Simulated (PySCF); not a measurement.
**Correlation energy of Be (beryllium, neutral)**

[He] 2s2, closed-shell 1S. Computed with PySCF 2.14 in aug-cc-pVDZ-DK (4s3p2d, 23 functions), with the spin-free X2C one-electron Hamiltonian (Gaussian nucleus). Frozen: 1s2; 2 electrons correlated.

With two correlated electrons CCSD is exact within the correlated space (frozen core and kept virtual orbitals).

```
level  correlation energy (mhartree)
 CCSD                         -44.50
```

Diagnostics: T1 = 0.019, D1 = 0.0275, largest double amplitude 0.132.

Cost of the coupled-cluster step: of the order of 0.18 core-seconds, for 2 correlated electrons.

Iterations:

```
CC2 = 0
CCSD nocc = 1, nmo = 22
frozen orbitals [0]
max_cycle = 100
direct = 0
conv_tol = 1e-08
conv_tol_normt = 1e-06
diis_space = 8
diis_start_cycle = 0
Init t2, MP2 energy = -14.6006577950104  E_corr(MP2) -0.0257715783871609
Init E_corr(CCSD) = -0.0257715783878141
cycle = 1  E_corr(CCSD) = -0.0350742549896661  dE = -0.0093026766  norm(t1,t2) = 0.064864
cycle = 2  E_corr(CCSD) = -0.0393604218690318  dE = -0.00428616688  norm(t1,t2) = 0.0354698
cycle = 3  E_corr(CCSD) = -0.0445646496079984  dE = -0.00520422774  norm(t1,t2) = 0.0202084
cycle = 4  E_corr(CCSD) = -0.0444713199451022  dE = 9.33296629e-05  norm(t1,t2) = 0.000847652
cycle = 5  E_corr(CCSD) = -0.0445210311499049  dE = -4.97112048e-05  norm(t1,t2) = 0.000211896
cycle = 6  E_corr(CCSD) = -0.0445036632551221  dE = 1.73678948e-05  norm(t1,t2) = 6.70542e-05
cycle = 7  E_corr(CCSD) = -0.0445042989646194  dE = -6.35709497e-07  norm(t1,t2) = 8.81222e-06
cycle = 8  E_corr(CCSD) = -0.0445045457154843  dE = -2.46750865e-07  norm(t1,t2) = 2.53703e-06
cycle = 9  E_corr(CCSD) = -0.0445043079094644  dE = 2.3780602e-07  norm(t1,t2) = 1.20167e-06
cycle = 10  E_corr(CCSD) = -0.044504262747892  dE = 4.51615724e-08  norm(t1,t2) = 1.76273e-07
cycle = 11  E_corr(CCSD) = -0.0445042668196717  dE = -4.07177968e-09  norm(t1,t2) = 3.26688e-08
CCSD converged
E(CCSD) = -14.61939048344288  E_corr = -0.04450426681967168
```
